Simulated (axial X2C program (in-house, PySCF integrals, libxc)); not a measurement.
## Bond lengths and stretching modes, held linear, of SbCN

Computed with an axial X2C code built on PySCF integrals: two-component X2C with atomic mean-field Coulomb and Gaunt terms, Gaussian nuclei, basis Sb dyall-v3z, C dyall-v3z, N dyall-av3z with contracted cores. Spin-free rows use the one-electron spin-free X2C Hamiltonian.

Masses Sb 120.904, C 12.000, N 14.003 u. States: 2c Ω = 1 (beyond evenly filled blocks: ω = -1/2, ω = 3/2); spin-free M_S = 1, Λ = 0 (beyond evenly filled blocks: π+α, π-α).

PBE0, 2c: energies above the lowest point

```csv
r(Sb–C) (Å),r(C–N) (Å),E (meV)
2.0368,1.1300,70.94
2.0368,1.1590,19.53
2.0368,1.1880,63.96
2.0890,1.1300,47.98
2.0890,1.1590,0.00
2.0890,1.1880,48.41
2.0890,1.2169,175.14
2.1412,1.1300,65.24
2.1412,1.1590,19.86
2.1412,1.1880,71.31
2.1934,1.1590,71.13
2.1934,1.2169,257.75
```

**Question.** Fit a quadratic surface with cubic terms in each bond: where is the minimum, and what are the two stretching wavenumbers?

**Answer.** At PBE0, 2c: bonds 2.087 and 1.158 Å; harmonic stretches 425.0 and 2219.7 cm⁻¹; force constants 2.33, 18.4 and coupling 0.32 mdyn/Å.

The other levels and Hamiltonians give:

| Hamiltonian | level | r(Sb–C) (Å) | r(C–N) (Å) | lower stretch (cm⁻¹) | upper stretch (cm⁻¹) |
| --- | --- | --- | --- | --- | --- |
| 2c | HF | 2.104 | 1.140 | 425.5 | 2099.9 |
| 2c | BHandHLYP | 2.093 | 1.145 | 424.9 | 2290.2 |
| spin-free | PBE0 | 2.086 | 1.158 | 426.8 | 2220.5 |
| spin-free | HF | 2.102 | 1.140 | 427.4 | 2100.4 |
| spin-free | BHandHLYP | 2.091 | 1.145 | 426.9 | 2291.0 |

Each state is one determinant, the lowest of a limited PBE0 search; the stretches come from a fit to these few points and carry an uncertainty of a few per cent. Other orders of the atoms were not compared. Left out for rough or failed fits: MP2 2c, MP2 spin-free. The molecule was held linear; bending was not examined, so a bent shape may lie lower. Open-shell Ω = 0 determinants with evenly filled partner blocks cannot be reached by this program, so the Ω shown need not be the lowest component. Note: several unpaired electrons, one determinant need not be a pure state.
